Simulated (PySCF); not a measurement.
Species: 1-cyclopentenecarboxylic acid, C₆H₈O₂.
Structure used (GFN2-xTB), in Å, numbered top down from 1:
```
atom  x, y, z in Å
O1     2.493    1.378    0.696
C2     2.013    0.541   -0.030
O3     2.750   -0.099   -0.959
C4     0.613    0.115   -0.015
C5     0.051   -0.820   -0.783
C6    -1.398   -0.996   -0.469
C7    -1.731    0.223    0.410
C8    -0.378    0.715    0.946
H9     3.663    0.227   -0.927
H10    0.559   -1.407   -1.527
H11   -2.012   -1.048   -1.369
H12   -1.538   -1.935    0.076
H13   -2.187    1.000   -0.204
H14   -2.425   -0.024    1.210
H15   -0.180    0.340    1.953
H16   -0.301    1.800    0.981
```

The calculation used TDDFT PBE0/def2-SVPD, vertical, gas phase, core orbitals frozen in the response (PySCF).

Frontier orbitals with the atoms that hold most of them (Löwdin shares over 4%, at most four atoms; ? is withheld):

```csv
orbital,ε (eV),atoms
LUMO+2,0.89,"O3 20%, H9 12%, C6 12%, C7 11%"
LUMO+1,0.47,"O3 21%, C2 16%, H9 10%, C5 9%"
LUMO,-1.28,"C5 26%, C2 19%, O1 17%, C4 17%"
HOMO,-7.46,?
HOMO-1,-8.11,?
HOMO-2,-9.28,"O3 41%, O1 40%, C2 11%"
HOMO-3,-9.98,"C7 29%, C8 14%, H14 14%, H13 7%"
```

(1) Which atoms hold the HOMO, and with what shares?

(2) Give the leading atoms of the HOMO-1.

(3) How does S1 compare with the orbital gap of 6.18 eV?

(4) Give energy, strength and leading configuration of S1, S2, S3 and S4, and follow the Löwdin shares of the leading atoms from the occupied to the empty orbital.

Results:

(1) C4 (bonded to 3 C) 28%; C5 (bonded to 2 C and H) 26%; C8 (bonded to 2 C and 2 H) 9%; C6 (bonded to 2 C and 2 H) 8%.

(2) O1 (bonded to C) 68%; O3 (bonded to C and H) 12%; C2 (bonded to C and 2 O) 9%; C4 (bonded to 3 C) 6%. By element: oxygen 80%, carbon 14% or more.

(3) S1 is at 4.94 eV (f = 0.0005), 1.24 eV below the gap, made of HOMO-1→LUMO (96%). Its leading pair isn't HOMO and LUMO; the energies of that pair differ by 6.82 eV. 

(4) 
- S1 (4.94 eV, f 0.0005), HOMO-1→LUMO (96%): O1 68% → 17%, O3 12% → at most 17%, C5 at most 6% → 26%, C2 9% → 19%
- S2 (5.61 eV, f 0.276), HOMO→LUMO (95%): C4 28% → 17%, C5 26% → 26%, C2 at most 9% → 19%
- S3 (6.84 eV, f 0.0019), HOMO→LUMO+1 (93%): C4 28% → at most 10%, C5 26% → 9%, O3 at most 9% → 21%, C2 at most 9% → 16%
- S4 (7.03 eV, f 0.072), HOMO-2→LUMO (78%): O3 41% → at most 17%, O1 40% → 17%, C5 at most 4% → 26%, C2 11% → 19%

One conformer stands for the species.
